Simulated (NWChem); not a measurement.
System: benzenedithiol (C$_{6}$H$_{6}$S$_{2}$); SMILES c1(S)ccc(S)cc1

```xyz
14

S      3.1940     0.0000    -0.0852
C      1.4093     0.0000    -0.0037
C      0.6972     0.0000     1.2008
C     -0.6972     0.0000     1.2008
C     -1.4093     0.0000    -0.0037
S     -3.1940     0.0000    -0.0852
C     -0.6957     0.0000    -1.2101
C      0.6957     0.0000    -1.2101
H      3.4163     0.0000     1.2448
H      1.2240     0.0000     2.1513
H     -1.2240     0.0000     2.1513
H     -3.4163     0.0000     1.2448
H     -1.2278     0.0000    -2.1575
H      1.2278     0.0000    -2.1575
```
Atoms are numbered in this order, from 1.

Level: B3LYP/6-31G* (spherical d) (NWChem), optimised geometry, unscaled harmonic frequencies. 

| frequency (cm⁻¹) | IR intensity (km/mol) |
|---|---|
| 59 | 39.0 |
| 63 | 0.0 |
| 103 | 4.4 |
| 202 | 0.3 |
| 290 | 0.0 |
| 328 | 0.0 |
| 332 | 3.8 |
| 410 | 0.0 |
| 494 | 11.7 |
| 531 | 10.0 |
| 648 | 0.1 |
| 708 | 0.0 |
| 750 | 0.0 |
| 811 | 34.2 |
| 833 | 5.9 |
| 933 | 18.4 |
| 938 | 0.0 |
| 949 | 0.1 |
| 959 | 0.0 |
| 1027 | 22.5 |
| 1110 | 0.9 |
| 1137 | 89.0 |
| 1156 | 2.6 |
| 1230 | 0.0 |
| 1326 | 9.7 |
| 1348 | 0.0 |
| 1451 | 9.1 |
| 1532 | 71.3 |
| 1612 | 1.1 |
| 1647 | 0.0 |
| 2694 | 3.7 |
| 2694 | 19.9 |
| 3185 | 8.7 |
| 3191 | 4.0 |
| 3201 | 17.7 |
| 3206 | 3.8 |

- zero-point energy: 61.6 kcal/mol
- thermal correction to the enthalpy at 298.15 K (with zero-point energy): 67.5 kcal/mol
- heat capacity Cv: 29.8 cal/(mol K)
- entropy at 298.15 K and 1 atm (symmetry number 2): 91.4 cal/(mol K)
- dipole moment: 1.78 D

Rigid rotor and harmonic oscillator; modes under 100 cm⁻¹ make the entropy uncertain.
